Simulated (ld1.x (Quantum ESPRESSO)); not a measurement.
## Plane-wave convergence, TM potential for zinc

- Element: zinc
- Generator: ld1.x (Quantum ESPRESSO) 7.5
- Type: norm-conserving Troullier–Martins (Kleinman–Bylander form)
- Functional: Wu–Cohen
- Relativity: non-relativistic
- Frozen core: [Ne] 3s2
- Valence charge: 18
- Reference configuration: 3p6 3d10 4s2 4p0
- Partial waves: 4s (bound): rc 2.20 bohr; 3p (bound): rc 0.95 bohr; 3d (bound): rc 0.70 bohr
- Local potential: all-electron potential smoothed inside 1.70 bohr (lloc = -1)
- Core correction: Bessel-smoothed model core inside 0.70 bohr

The pseudo-atom Hamiltonian at the reference potential is diagonalised in spherical Bessel functions j_l(qr) that vanish at 20 bohr, with q² up to the cutoff. All-electron valence levels (Ry): 4s -0.4309, 3p -6.0484, 4p -0.0814, 3d -0.7792.

**Question.** How do the lowest levels (Ry) of each channel move with the cutoff, and are there ghosts?

**Answer.**

```tsv
cutoff (Ry)	s #1	p #1	p #2	p #3	d #1	f #1	f #2	Σ f·Δε (mRy)
8	-0.4247	-1.1028	0.0094	0.0917	0.0658	0.1143	0.2431	38132.5
18	-0.4295	-2.8898	-0.0223	0.0678	0.0657	0.1143	0.2431	27399.9
35	-0.4308	-5.0916	-0.0583	0.0552	0.0657	0.1143	0.2431	14185.6
55	-0.4309	-5.8688	-0.0693	0.0527	0.0656	0.1143	0.2431	9521.4
90	-0.4309	-6.0448	-0.0715	0.0522	0.0653	0.1143	0.2431	8462.5
140	-0.4309	-6.0475	-0.0715	0.0522	0.0195	0.1143	0.2431	7988.9
230	-0.4309	-6.0484	-0.0715	0.0522	-0.6507	0.1143	0.2431	1281.6
400	-0.4309	-6.0484	-0.0715	0.0522	-0.7788	0.1143	0.2431	0.0
```

Result: no extra level below or beside the all-electron valence levels (s, p, d, f tested); 10 mRy is reached at over 300 Ry and 1 mRy at over 300 Ry.

1 of 7 tests not solved or not reliable.
